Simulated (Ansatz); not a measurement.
Ansatz (a quantum-chemistry and plane-wave program) input (RPA@PBE/cc-pVTZ):

Ansatz 0.2 input:
```yaml
crystal:
  periodic: [false, false, false]
  atoms:
    - {symbol: C, position_ang: [-0.04527910, -1.26284629, 0.15458415]}
    - {symbol: C, position_ang: [1.15597018, -0.42435848, 0.44466028]}
    - {symbol: C, position_ang: [0.80066874, 0.94452597, -0.17000467]}
    - {symbol: C, position_ang: [-0.73052741, 1.01173433, -0.06945981]}
    - {symbol: C, position_ang: [-1.18682973, -0.43632249, -0.33930491]}
    - {symbol: H, position_ang: [-0.08372137, -2.33501138, 0.28582714]}
    - {symbol: H, position_ang: [1.31960781, -0.32487653, 1.52908959]}
    - {symbol: H, position_ang: [2.08373433, -0.84327456, 0.04198202]}
    - {symbol: H, position_ang: [1.10150126, 0.96103165, -1.22102356]}
    - {symbol: H, position_ang: [1.29744853, 1.77840980, 0.32690072]}
    - {symbol: H, position_ang: [-1.17150216, 1.73426804, -0.75688521]}
    - {symbol: H, position_ang: [-1.02035610, 1.30212846, 0.94399168]}
    - {symbol: H, position_ang: [-1.35240040, -0.58971751, -1.41713477]}
    - {symbol: H, position_ang: [-2.13832796, -0.67935617, 0.14440216]}
basis:
  gaussian:
    orbitals: cc-pVTZ
hamiltonian:
  xc: pbe
magnetization: {spin_polarized: true, initial_magnetization: 1}
correlation: {method: rpa, electrons: outside_noble_gas}
```

End of the output:

```
integrals: 0.74 GiB planned
1555 factors; integrals over basis functions are off by at most 1.0e-3 eV
0.41 GiB of the device are held for the grids
1.32 GiB of device memory are held for the factors and their scratch space
mean field: 1.93 GiB planned
mean field evaluation 1: about -5309.0187 eV, gradient 5.6e1 eV
mean field evaluation 2: about -5309.0095 eV, gradient 5.6e1 eV
mean field evaluation 4: about -5324.4239 eV, gradient 8.4e0 eV
mean field evaluation 8: about -5324.7338 eV, gradient 2.2e-1 eV
mean field evaluation 16: about -5324.7341 eV, gradient 1.4e-5 eV
mean field -5324.73407722 eV, -195.6803681034 hartree, gradient 4.4e-6 eV, S^2 0.753782; 0 other end points of the search recorded, 0 dependent functions left out
5 core orbitals not correlated
reference -5294.17851734 eV, -194.5574719892 hartree; 15, 14 occupied and 256, 257 virtual orbitals, 1555 factors
Total energy: -5332.31014754 eV, -195.9587835525 hartree
```

It need not be the lowest isomer of its formula.
